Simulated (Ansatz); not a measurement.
One change: `OC(F)(F)N[SiH3]` becomes `OC(F)(F)[SiH3]`.

Ansatz, PBE0-D4/def2-TZVP geometries, multiplicity 1. Each molecule was computed in one conformer, which needn't be the lowest.

| property | `OC(F)(F)N[SiH3]` |
| --- | --- |
| HOMO–LUMO gap (PBE0/def2-TZVPP) / eV | 8.41 |
| HOMO–LUMO gap (ωB97M-V/def2-TZVPP) / eV | 12.32 |
| HOMO energy (B3LYP/def2-TZVPP) / eV | -7.84 |
| LUMO energy (ωB97M-V/def2-TZVPP) / eV | 1.92 |
| HOMO–LUMO gap (PBE/def2-TZVPP) / eV | 6.09 |
| HOMO–LUMO gap (B3LYP/def2-TZVPP) / eV | 7.92 |

What does the change do to each property? (Best estimate.)

The calculation gave: 
```
                               property  `OC(F)(F)[SiH3]`  shift
   HOMO–LUMO gap (PBE0/def2-TZVPP) / eV              9.75   1.34
HOMO–LUMO gap (ωB97M-V/def2-TZVPP) / eV             13.67   1.35
    HOMO energy (B3LYP/def2-TZVPP) / eV             -9.18  -1.34
  LUMO energy (ωB97M-V/def2-TZVPP) / eV              2.00   0.08
    HOMO–LUMO gap (PBE/def2-TZVPP) / eV              7.40   1.31
  HOMO–LUMO gap (B3LYP/def2-TZVPP) / eV              9.32   1.40
```

B3LYP here is the variant with VWN-RPA as its local correlation; programs differ in this.
